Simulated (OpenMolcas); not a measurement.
## Levels of F2+ by method

- Program: OpenMolcas 26.06
- Basis: ANO-R2 [4s4p2d1f]
- Scalar Hamiltonian: X2C, finite nucleus
- Active space: 5 electrons in 9 orbitals (RAS2 2s 2p; RAS3 3d, at most 2 electrons)
- State averaging: 2S+1 = 4 odd, 1 root; 2S+1 = 2 odd, 8 roots; 2S+1 = 4 even, 3 roots; 2S+1 = 2 even, 9 roots
- Spin-orbit coupling: RASSI with atomic mean-field integrals over the reference wave functions, term energies averaged over their components

Methods on the same reference wave functions:
A. RASSCF
B. SS-RASPT2, IPEA 0.25 Eh, imaginary shift 0.1 Eh (closed shells correlated: 1s)

Energies in eV above 2s² 2p³ ⁴S°_3/2, the measured ground level; measured values from Moore, Atomic Energy Levels, vol. I, NSRDS-NBS 35 (1971 reprint of NBS Circular 467, 1949).

```json
{"Level": "2s² 2p³ ⁴S°_3/2", "A": "0.0000", "B": "0.0000", "Measured": "0.0000"}
{"Level": "2s² 2p³ ²D°_3/2", "A": "4.5976", "B": "4.329", "Measured": ""}
{"Level": "2s² 2p³ ²D°_5/2", "A": "4.5987", "B": "4.330", "Measured": ""}
{"Level": "2s² 2p³ ²P°_3/2", "A": "6.8736", "B": "6.525", "Measured": ""}
{"Level": "2s² 2p³ ²P°_1/2", "A": "6.8740", "B": "6.525", "Measured": ""}
{"Level": "2s 2p⁴ ⁴P_5/2", "A": "19.1412", "B": "18.893", "Measured": "18.8329"}
{"Level": "2s 2p⁴ ⁴P_3/2", "A": "19.1783", "B": "18.930", "Measured": "18.8748"}
{"Level": "2s 2p⁴ ⁴P_1/2", "A": "19.2003", "B": "18.952", "Measured": "18.8964"}
{"Level": "2s 2p⁴ ²D_3/2", "A": "26.8711", "B": "26.242", "Measured": "26.0684"}
{"Level": "2s 2p⁴ ²D_5/2", "A": "26.8715", "B": "26.242", "Measured": "26.0664"}
{"Level": "2s 2p⁴ ²S_1/2", "A": "32.0239", "B": "31.084", "Measured": "30.7803"}
{"Level": "2s 2p⁴ ²P_3/2", "A": "34.3019", "B": "33.441", "Measured": "33.0491"}
{"Level": "2s 2p⁴ ²P_1/2", "A": "34.3465", "B": "33.485", "Measured": "33.0967"}
```

Deviations, from unrounded energies. A percentage is the sum of absolute deviations over the sum of measured energies, with the sign that they share, or ± where signs differ.

```csv
Against measurement,Levels,A,B
mean absolute deviation (cm-1),8,6300,1600
other configurations (%),8,+3.0,+0.8
```

B lies closest to measurement on these levels. The largest miss of B in the table is 2s 2p⁴ ²P_3/2, by +3200 cm-1. The ranking rests on the paired levels alone, and a cruder setting can come out closer through cancelling errors.

From A to B the spin-free energies of the other terms of 2s² 2p³ shown, above ⁴S°, scale by factors of 0.94 to 0.95.

The lowest spin-free term lies below A's lowest term by 0.059 hartree in B.

Active for correlation alone: 3d; no level in the range computed is led by a configuration that fills it, so any true level of that kind is missing. Measured partners are found by configuration, term and J. A level has none where our copy of the source lacks it or the pairing is in doubt (some pairs that miss far off the trend of their configuration count as doubtful), and it then counts in no deviation. Levels of configurations outside the active space are missing.

° marks odd parity.
